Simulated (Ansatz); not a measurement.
Molecule: C$_{3}$H$_{13}$NSi$_{2}$ (charge 0, singlet). 
Coordinates optimised at B3LYP-D3(BJ)/def2-TZVP (Ansatz, a first-principles code):
```xyz
19

C     -2.3824    -0.5731    -0.7329
N     -1.6874     0.2208     0.2625
C     -2.5793     1.0416     1.0608
Si    -0.0284     0.6517     0.0680
C      1.0053    -0.8398    -0.3943
Si     2.8507    -0.5977    -0.1531
H     -1.6843    -1.2166    -1.2690
H     -3.1269    -1.2193    -0.2544
H     -2.9094     0.0461    -1.4735
H     -3.1288     1.7785     0.4571
H     -2.0175     1.5823     1.8230
H     -3.3201     0.4152     1.5704
H      0.4047     1.2260     1.3650
H      0.2155     1.6877    -0.9788
H      0.8290    -1.0927    -1.4438
H      0.6873    -1.6973     0.2058
H      3.6141    -1.7434    -0.7054
H      3.1651    -0.4767     1.2904
H      3.3087     0.6365    -0.8361
```
Charge 0, spin multiplicity 1.

Basis-set convergence of Hartree-Fock and MP2 correlation energies (hartree) with Ansatz. Correlated levels leave the core frozen unless marked. Spin-orbit coupling is left out. Non-relativistic.

```tsv
basis	functions	E(HF)	E(corr, MP2)
aug-cc-pV(D+d)Z	273	-753.52974	-0.85184
aug-cc-pV(T+d)Z	593	?	?
```

Question: Complete the blanks.

Answer: 
- aug-cc-pV(T+d)Z, E(HF): -753.60313
- aug-cc-pV(T+d)Z, E(corr, MP2): -1.01804
